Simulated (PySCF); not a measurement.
# A computed series M(NH2)3

Computed with PySCF 2.14.0, B3LYP, def2-SVP on the ligands, density fitting, scalar-relativistic core potentials, no spin-orbit coupling, vacuum. Each member is relaxed from one template within its symmetry. Distances are means of the shortest metal–ligand contacts, charges and spins Mulliken's; removal energies are rigid, with the ligand's formal charge and no counterpoise, so too large; for an anion taken off a cation in vacuum most of it is the attraction of opposite charges, and multiply charged cations can part far more cheaply with an electron moved from ligand to metal. lcecp potentials hold a fixed number of 4f electrons in the core, out of states, spins and gaps.

```csv
metal,basis on the metal,point group,M–NH2 (Å),charge on M (e),dipole (D),removal of one NH2 (eV),"strongest infrared band, degenerate modes summed (cm⁻¹)",unstable modes (below −25 cm⁻¹)
Pr,lcecp-1-SVP with ECP48,nearly C3v,2.280,0.90,0.93,10.16,–,not given
Nd,lcecp-1-SVP with ECP49,nearly C3v,2.248,0.84,0.90,10.25,523,0
Eu,lcecp-1-SVP with ECP52,nearly C3v,2.225,0.86,0.20,10.47,536,0
Bi,def2-SVP with ECP60,C3v,2.140,0.86,0.78,10.04,–,not given
```

(1) What does the calculation give for Ho, lcecp-1-SVP with ECP56?

Moved off a saddle point of the template and relaxed again: Pr, Nd, Eu, Ho, Bi. One start shape was tried for each, so a minimum needn't be the lowest isomer.

Answers

(1) point group: Cs, nearly D3h, M–NH2 (Å): 2.176, charge on M (e): 0.83, dipole (D): 0.11, removal of one NH2 (eV): 10.74, strongest infrared band, degenerate modes summed (cm⁻¹): 535, unstable modes (below −25 cm⁻¹): 0.
```xyz
10

Ho    0.0093   -0.0042   -0.0378
N     2.1713   -0.0051    0.2156
H     2.7764    0.8108    0.3369
H     2.8023   -0.8099    0.2436
N    -1.0834    1.8771   -0.0015
H    -0.7000    2.8189    0.1090
H    -2.0948    2.0095   -0.0791
N    -1.0807   -1.8779   -0.2309
H    -0.7068   -2.8299   -0.2354
H    -2.0936   -1.9893   -0.3204
```
